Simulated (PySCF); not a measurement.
## Electron correlation in Hf (hafnium, neutral)

[Xe] 4f14 5d1 6s2 6p1, one real determinant (an excited configuration). All numbers are calculated (PySCF 2.14, a scalar-relativistic core potential, in def2-TZVPPD with the def2 core potential (60 electrons) (6s5p3d2f1g, 59 functions)). Frozen: nothing; 12 electrons correlated.

```tsv
level	correlation energy (mhartree)
CCSD	-251.17
(T)	-11.85
CCSD(T)	-263.02
```

Diagnostics: T1 = 0.054, D1 = 0.1967, largest double amplitude 0.128.

The real determinant used has ⟨L²⟩ near 8 against 12 for a pure F term, so it mixes terms. Spin-orbit coupling, absent here, splits the open shell strongly. T1 exceeds 0.03, a sign that the reference determinant is poor.

Cost of the coupled-cluster step: roughly 21 core-seconds, for 12 correlated electrons.

Iterations:

```
CC2 = 0
CCSD nocc = (np.int64(7), np.int64(5)), nmo = (59, 59)
frozen orbitals [[], []]
max_cycle = 100
direct = 0
conv_tol = 1e-08
conv_tol_normt = 1e-06
diis_space = 8
diis_start_cycle = 0
Init t2, MP2 energy = -0.23230835851871
Init E_corr(UCCSD) = -0.232308358546133
cycle = 1  E_corr(UCCSD) = -0.237700766597257  dE = -0.00539240805  norm(t1,t2) = 0.0852448
cycle = 2  E_corr(UCCSD) = -0.243591186150328  dE = -0.00589041955  norm(t1,t2) = 0.0475157
cycle = 3  E_corr(UCCSD) = -0.248541588032284  dE = -0.00495040188  norm(t1,t2) = 0.0356136
cycle = 4  E_corr(UCCSD) = -0.249947802733885  dE = -0.0014062147  norm(t1,t2) = 0.0192772
cycle = 5  E_corr(UCCSD) = -0.250287008642942  dE = -0.000339205909  norm(t1,t2) = 0.0125686
cycle = 6  E_corr(UCCSD) = -0.25105973750817  dE = -0.000772728865  norm(t1,t2) = 0.00811174
cycle = 7  E_corr(UCCSD) = -0.25099356493242  dE = 6.61725758e-05  norm(t1,t2) = 0.0045738
cycle = 8  E_corr(UCCSD) = -0.251158056704833  dE = -0.000164491772  norm(t1,t2) = 0.00232845
cycle = 9  E_corr(UCCSD) = -0.251174113162062  dE = -1.60564572e-05  norm(t1,t2) = 0.00124795
cycle = 10  E_corr(UCCSD) = -0.251176757334184  dE = -2.64417212e-06  norm(t1,t2) = 0.000608224
cycle = 11  E_corr(UCCSD) = -0.251167797939187  dE = 8.959395e-06  norm(t1,t2) = 0.000280397
cycle = 12  E_corr(UCCSD) = -0.251166344560806  dE = 1.45337838e-06  norm(t1,t2) = 8.33427e-05
cycle = 13  E_corr(UCCSD) = -0.25116672908453  dE = -3.84523724e-07  norm(t1,t2) = 3.30063e-05
cycle = 14  E_corr(UCCSD) = -0.251166717652331  dE = 1.14321986e-08  norm(t1,t2) = 1.65027e-05
cycle = 15  E_corr(UCCSD) = -0.251166909179737  dE = -1.91527406e-07  norm(t1,t2) = 9.79356e-06
cycle = 16  E_corr(UCCSD) = -0.251166797012886  dE = 1.1216685e-07  norm(t1,t2) = 5.49371e-06
cycle = 17  E_corr(UCCSD) = -0.251166662183869  dE = 1.34829017e-07  norm(t1,t2) = 2.79998e-06
cycle = 18  E_corr(UCCSD) = -0.251166580987109  dE = 8.11967602e-08  norm(t1,t2) = 1.1465e-06
cycle = 19  E_corr(UCCSD) = -0.251166578085976  dE = 2.90113256e-09  norm(t1,t2) = 7.66701e-07
UCCSD converged
E(UCCSD) = -47.55898464855706  E_corr = -0.2511665780859765
UCCSD(T) correction = -0.0118466574235244
```

The reference is one real determinant that mixes LS terms of this configuration.

The basis has no tight functions for the innermost shells, so their pair energies are far from complete.

This basis was not built for core-valence correlation, so the inner-shell part is incomplete.
